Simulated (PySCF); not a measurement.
Input for PySCF: R-HF/3-21G on C2H6Se (a complex), monomers drawn apart or pushed together.

```python
from pyscf import gto, scf, dft, mp
from pyscf.data.elements import chemcore

mol = gto.M(
    atom='''
    C    -0.30346475    0.63998212   -0.06601888
    C     0.10920536   -0.61537879    0.03457647
    H    -1.34818959    0.88666125   -0.21210950
    H     0.38531656    1.47332030   -0.00289293
    H     1.15309053   -0.86200671    0.18418310
    H    -0.58039115   -1.44876279   -0.02491021
    Se    0.54597692    0.62373428    4.85251182
    H    -0.82257485    0.16124528    4.59285548
    H     0.30101065    0.66731657    6.30495621
    ''',
    basis='3-21g',
    charge=0, spin=0, verbose=3, max_memory=1800)
mf = scf.RHF(mol)
mf.conv_tol = 1e-8
mf.max_cycle = 100
mf.kernel()
if not mf.converged:
    mf = mf.newton().run(mf.mo_coeff, mf.mo_occ)
```

Output:

```
converged SCF energy = -2467.21327632045
```

The calculation finished and met its thresholds.

Cost: around 0.29 core-seconds (rough).
